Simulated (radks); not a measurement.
Q: Excited configurations of Pt+: one electron is placed in a higher orbital outside [Xe] 4f14 5d8. The ground configuration is [Xe] 4f14 5d9. Calculated with a radial shooting solver on a logarithmic mesh with Libxc functionals: non-relativistic Kohn-Sham, PBE, spin-polarised, spherical densities, point nucleus; open shells are filled with parallel spins first (spin-orbit coupling, left out, can overturn this in heavy ions); relativity is left out, which matters for an element this heavy. Excitation = E - E(ground); binding = E(ion) - E, where the ion is the core of charge +2; n* = 2/sqrt(2 binding) in atomic units, and the quantum defect is n - n*.

| outer orbital | excitation (eV) | binding (eV) | n* | quantum defect | eigenvalue (eV) | <r> (bohr) |
|---|---|---|---|---|---|---|
| 6s | 4.212 | 15.858 | 1.853 | 4.147 | -12.344 | 2.923 |
| 6d | 14.275 | 5.795 | 3.064 | 2.936 | -4.269 | 5.925 |
| 6f | 17.562 | 2.508 | 4.658 | 1.342 | -1.894 | 14.06 |
| 7s | 13.412 | 6.658 | 2.859 | 4.141 | -5.332 | 6.494 |
| 7p | 14.737 | 5.333 | 3.194 | 3.806 | -4.216 | 7.684 |
| 7d | 16.572 | 3.498 | 3.944 | 3.056 | -2.712 | 10.99 |

Estimate the row for 6p.

A: excitation (eV) 9.088; binding (eV) 10.982; n* 2.226; quantum defect 3.774; eigenvalue (eV) -8.159; <r> (bohr) 3.605. The Delta-SCF ionisation energy is 20.070 eV (NIST Atomic Spectra Database: 18.6 eV, measured). Self-interaction in the functional shifts the binding energies and quantum defects, so they are the method's values and not measured ones. Relativity is left out here, which matters for elements this heavy. Open shells are spherical and high-spin; term and fine-structure splittings are not resolved.
